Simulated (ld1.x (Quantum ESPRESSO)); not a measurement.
# Rh (Z = 45) PAW: all-electron and pseudo phase curves

```json
{
  "Element": "Rh (Z = 45)",
  "Generator": "ld1.x (Quantum ESPRESSO) 7.5",
  "Type": "PAW",
  "Functional": "Wu–Cohen",
  "Relativity": "non-relativistic",
  "Frozen core": "[Ar] 3d10 4s2",
  "Valence charge": "15",
  "Reference configuration": "4p6 4d8.5 5s0.5 5p0",
  "Partial waves": "5s (bound): rcut 2.05, rcutus 2.60 bohr; 5s channel at 0.6 Ry: rcut 2.05, rcutus 2.60 bohr; 4p (bound): rcut 2.05, rcutus 2.20 bohr; 5p (bound, empty): rcut 2.05, rcutus 2.20 bohr; 4d (bound): rcut 1.55, rcutus 1.85 bohr; 4d channel at 4 Ry: rcut 1.55, rcutus 1.85 bohr",
  "Local potential": "all-electron potential smoothed inside 1.95 bohr (lloc = -1)",
  "Core correction": "Bessel-smoothed model core, default radius (core density twice the valence density)",
  "Augmentation charge": "PSQ, inside the norm-conserving radii"
}
```

The phase is arctan(r·u′/u) with u = r·R(r), unwrapped; energies in Ry, scanned from -5 to 5 Ry. A pole is an energy at which the radial function vanishes at the test radius. The pseudo phase is shifted by a multiple of π to meet the all-electron one at the reference energy, and phase errors are pseudo minus all-electron; the curves can meet again beyond the range given. Levels narrower than the energy grid can be missing from the lists of poles. Where the grid stepped over a known ghost or core level, its pole and its step of π were put in at the level’s energy.

Task: For each channel, where are the poles, and over which energies does the pseudopotential scatter like the atom?

Result:

```
channel  radius (bohr)  reference energy (Ry)  poles, all-electron  poles, pseudo  unbroken range about the reference energy with phases within 0.05 rad  phase error 1 Ry above the reference energy (rad)
      s           2.86                  -0.25                 1.63    -0.60, 1.63                                                            -0.6 to 4.2                                             +0.000
      p           2.86                  -0.04          -3.46, 2.60    -3.46, 1.79                                                              below 0.5                                             -0.072
      d           2.86                  -0.36          -0.15, 4.55    -0.15, 4.55                                                        the whole range                                             -0.001
```

Note: ghost state, extra bound levels that the all-electron valence spectrum of the same l lacks: s at -8.2 eV (p not tested). A true bound ghost makes a file unfit for plane-wave use. Its overlap operator is not positive definite in a basis up to 400 Ry (lowest eigenvalue p -0.05), so the file is unfit for use: the generalised eigenproblem breaks down once the basis is large enough, and its test numbers describe a broken file.

Phases in the d channel:

```json
{"E (Ry)": "-5.00", "all-electron": "1.416", "pseudo": "1.416"}
{"E (Ry)": "-4.48", "all-electron": "1.408", "pseudo": "1.408"}
{"E (Ry)": "-3.96", "all-electron": "1.397", "pseudo": "1.397"}
{"E (Ry)": "-3.44", "all-electron": "1.385", "pseudo": "1.385"}
{"E (Ry)": "-2.92", "all-electron": "1.369", "pseudo": "1.369"}
{"E (Ry)": "-2.40", "all-electron": "1.348", "pseudo": "1.348"}
{"E (Ry)": "-1.88", "all-electron": "1.317", "pseudo": "1.316"}
{"E (Ry)": "-1.36", "all-electron": "1.262", "pseudo": "1.262"}
{"E (Ry)": "-0.84", "all-electron": "1.107", "pseudo": "1.106"}
{"E (Ry)": "-0.32", "all-electron": "-1.264", "pseudo": "-1.264"}
{"E (Ry)": "0.20", "all-electron": "-1.759", "pseudo": "-1.759"}
{"E (Ry)": "0.72", "all-electron": "-1.914", "pseudo": "-1.915"}
{"E (Ry)": "1.24", "all-electron": "-2.155", "pseudo": "-2.157"}
{"E (Ry)": "1.76", "all-electron": "-2.879", "pseudo": "-2.885"}
{"E (Ry)": "2.28", "all-electron": "-4.024", "pseudo": "-4.027"}
{"E (Ry)": "2.80", "all-electron": "-4.415", "pseudo": "-4.416"}
{"E (Ry)": "3.32", "all-electron": "-4.563", "pseudo": "-4.563"}
{"E (Ry)": "3.84", "all-electron": "-4.643", "pseudo": "-4.643"}
{"E (Ry)": "4.36", "all-electron": "-4.696", "pseudo": "-4.696"}
{"E (Ry)": "4.88", "all-electron": "-4.739", "pseudo": "-4.739"}
```
